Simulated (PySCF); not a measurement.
## SMILES CO[C@@H]1CCCC[P@@]1(P)=S, C6H14OP2S

Cartesian coordinates in Å; atom numbers follow the order of the lines, from 1:
```xyz
24

C     3.090    0.163   -0.386
O     1.818    0.681   -0.078
C     0.843   -0.261    0.331
C     0.273   -1.069   -0.831
C    -1.076   -1.701   -0.501
C    -2.166   -0.651   -0.300
C    -1.973    0.115    1.000
P    -0.340    0.978    1.059
P    -0.282    2.364   -0.634
S     0.156    1.604    2.832
H     3.727    1.022   -0.589
H     3.060   -0.484   -1.268
H     3.496   -0.398    0.462
H     1.239   -0.915    1.123
H     0.985   -1.849   -1.113
H     0.157   -0.389   -1.681
H    -0.985   -2.311    0.402
H    -1.360   -2.361   -1.323
H    -2.152    0.049   -1.141
H    -3.145   -1.136   -0.282
H    -2.751    0.872    1.142
H    -1.999   -0.555    1.865
H     0.689    3.129   -0.006
H    -1.317    3.119   -0.075
```

Computed, not measured: PySCF, GIAO KT3/pcSseg-1 magnetisability, rotational g tensor and spin-rotation constants, non-relativistic, gas phase. Geometry: GFN2-xTB.

(1) What are the magnetisability and the molar susceptibility?

(2) Split it along the inertial axes a, b, c into diamagnetic and paramagnetic parts about the centre of mass, with the quadrupole moment.

(3) And the rotational g tensor?

## Answers

(1) Isotropic -2065 × 10⁻³⁰ J/T², or -124.3 × 10⁻⁶ cm³/mol; principal values -2119, -2061, -2014 × 10⁻³⁰ J/T², anisotropy 92 × 10⁻³⁰ J/T² (root of half the summed squared differences of the principal values). The susceptibility is in cgs units.

(2) 
```
axis  χ (10⁻⁶ cm³/mol)  diamagnetic (10⁻⁶ cm³/mol)  paramagnetic (10⁻⁶ cm³/mol)  summed x² of all electrons (Å²)  quadrupole Θ (D Å)
   a            -124.2                     -1543.7                       1419.5                            246.0               -8.97
   b            -127.1                     -1576.9                       1449.8                            238.2              +10.97
   c            -121.7                     -2054.4                       1932.6                            125.7               -2.00
```
Anisotropies 2χaa − χbb − χcc = +0.5 and 2χbb − χaa − χcc = -8.3 × 10⁻⁶ cm³/mol. Θ is traceless in Buckingham's convention.

(3) 
```csv
axis,rotational constant (GHz),g,nuclear part,electronic part
a,0.8784,-0.0078,0.5779,-0.5858
b,0.8348,-0.0109,0.5577,-0.5686
c,0.6427,-0.0077,0.5758,-0.5836
```
Asymmetric top; isotopes 12C, 1H, 16O, 31P, 32S; no vibrational averaging.
